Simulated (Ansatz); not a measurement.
One change: `O[SiH](O)[GeH3]` becomes `O[SiH](O)[AlH2]`.

Ansatz, PBE0-D4/def2-TZVP geometries, multiplicity 1. Each molecule was computed in one conformer, which needn't be the lowest.

Scalar relativity is left out up to krypton.

```tsv
property	`O[SiH](O)[GeH3]`
HOMO energy (PBE/def2-TZVPP) / eV	-6.56
zero-point energy (PBE0-D4/def2-TZVP) / kJ/mol	158.9
HOMO energy (B3LYP/def2-TZVPP) / eV	-7.59
HOMO energy (ωB97M-V/def2-TZVPP) / eV	-9.85
HOMO–LUMO gap (PBE/def2-TZVPP) / eV	5.58
HOMO–LUMO gap (PBE0/def2-TZVPP) / eV	7.61
```

Give the same properties after the change, and the shifts. (Best estimate.)

The calculation gave: 
| property | `O[SiH](O)[AlH2]` | shift |
| --- | --- | --- |
| HOMO energy (PBE/def2-TZVPP) / eV | -5.91 | 0.65 |
| zero-point energy (PBE0-D4/def2-TZVP) / kJ/mol | 133.0 | -25.9 |
| HOMO energy (B3LYP/def2-TZVPP) / eV | -6.90 | 0.69 |
| HOMO energy (ωB97M-V/def2-TZVPP) / eV | -9.09 | 0.76 |
| HOMO–LUMO gap (PBE/def2-TZVPP) / eV | 3.02 | -2.56 |
| HOMO–LUMO gap (PBE0/def2-TZVPP) / eV | 4.92 | -2.69 |

With PBE0 the HOMO rises by 0.71 eV and the LUMO falls by 1.99 eV, so the gap narrows by about 2.70 eV. PBE moves the HOMO by 0.65 eV and ωB97M-V by 0.76 eV. The zero-point energy changes by -25.9 kJ/mol with -3 modes.

B3LYP here is the variant with VWN-RPA as its local correlation; programs differ in this.
